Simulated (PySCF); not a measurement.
## TeP: frontier orbitals

PBE0 at R = 2.258 Å; Te def2-SVPD with ECP28, P def2-SVPD; scalar-relativistic core potentials (PySCF 2.14). State: ²Π (doublet), unpaired electrons π ↑. Only the outer orbitals are listed, counted within each symmetry, core potentials removing the inner ones.

```csv
spin,orbital,occ.,ε (eV),on Te (%),main shells (%)
α,7σ,1,-19.16,54,"52 Te s, 40 P s"
α,8σ,1,-14.72,46,"52 P s, 39 Te s"
α,9σ,1,-8.86,47,"46 P p, 42 Te p"
α,4π,1,-8.46,49,"50 P p, 48 Te p"
α,4π,1,-8.12,56,"54 Te p, 42 P p"
α,5π,1,-5.65,52,"48 Te p, 46 P p"
α,5π,0,-3.87,47,"52 P p, 42 Te p"
α,10σ,0,-0.50,66,"48 Te p, 22 P p, 11 Te d"
α,11σ,0,0.50,103,93 Te s
β,7σ,1,-18.84,61,"58 Te s, 32 P s"
β,8σ,1,-13.98,43,"57 P s, 34 Te s, 9 Te p"
β,9σ,1,-8.57,46,"45 P p, 41 Te p, 9 P s"
β,4π,1,-7.99,66,"65 Te p, 32 P p"
β,4π,1,-7.41,69,"68 Te p, 28 P p"
β,5π,0,-3.56,38,"60 P p, 31 Te p"
β,5π,0,-2.83,36,"62 P p, 28 Te p, 9 Te d"
β,10σ,0,-0.32,69,"50 Te p, 20 P p, 12 Te d"
```

Task: Which are the highest filled and the lowest empty level, where do they sit, and how wide is the gap?

Result: Highest filled α 5π at -5.65 eV (in %: 48 Te p, 46 P p); lowest empty α 5π at -3.87 eV (in %: 52 P p, 42 Te p); the gap at PBE0 is 1.78 eV. Both belong to one degenerate shell, split only by its one-sided filling, so this is no excitation gap.

- bond order (Mayer): 2.46
- ⟨S²⟩: 0.767
- charge on Te (Mulliken, basis-dependent): 0.11
- charge on Te (Löwdin, basis-dependent): 0.02
- dipole moment (positive dipole means Te(−)P(+)): -0.47 D
- polarisability along the bond: 95.7 bohr³
- polarisability across the bond: 52.2 bohr³

Shares are Mulliken populations and can fall outside 0 to 100 %.

Spin–orbit coupling is left out. The state is the lowest determinant that a PBE0 search found; another state may lie lower at other levels.
